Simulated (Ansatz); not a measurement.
Harmonic frequencies (cm⁻¹) at PBE0-D4/def2-TZVP from Ansatz: 32, 64, 111, 141, 179, 211, 267, 495, 512, 604, 682, 712, 727, 758, 812, 842, 889, 934, 939, 954, 975, 1130, 1244, 1301, 1462, 2210, 2213, 2226, 2236, 2259, 2701, 2997, 3046.

Each molecule was computed in one conformer, which needn't be the lowest.

Q: Which molecule is it?
A. `CO[SiH2]S[SiH3]`
B. `CO[SiH]([SiH3])S`
C. `[SiH3]OC[SiH2]S`
D. `[SiH3]OCS[SiH3]`

A: C.
